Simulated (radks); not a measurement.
Fractional charge and spin in the 5s shell of zirconium: the spin-up occupation runs from 0 to 1 and the spin-down occupation from 0 to 1; the fullest corner is Zr, [Kr] 4d(up 1, down 1) 5s(up 1, down 1). Method: scalar-relativistic Kohn-Sham, PBE, spin-polarised, spherical densities, finite nucleus; Fermi nuclear charge, rms radius of each element as measured or else 0.836 A^(1/3) + 0.57 fm; computed with a radial shooting solver on a logarithmic mesh with Libxc functionals. Energy (eV) minus the two flat planes that join the four corners (they meet along the diagonal where the two added fractions sum to one electron); zero is where a piecewise linear energy would lie.

\begin{tabular}{lrrrrr}
down \ up & 0 & 0.25 & 0.5 & 0.75 & 1 \\ \hline
0 & 0.000 & -0.539 & -0.714 & -0.533 & 0.000 \\
0.25 & -0.539 & -0.660 & -0.428 & 0.151 & -0.479 \\
0.5 & -0.714 & -0.428 & 0.202 & -0.382 & -0.634 \\
0.75 & -0.533 & 0.151 & -0.382 & -0.588 & -0.472 \\
1 & 0.000 & -0.479 & -0.634 & -0.472 & 0.000 \\
\end{tabular}

Corners above the fullest one (they belong to Zr+ and the next ion): (up 1, down 0) 6.935 eV, (up 0, down 1) 6.935 eV, (up 0, down 0) 20.078 eV. With half an added electron in each spin the energy lies 0.202 eV from the planes, and with half an added electron in spin up alone -0.714 eV. The planes are only a guide here: the flat-plane condition holds for ground states with one frontier orbital, while this shell lies below other occupied shells, so the corners above the fullest one are inner-hole states and not the ground states of those ions.
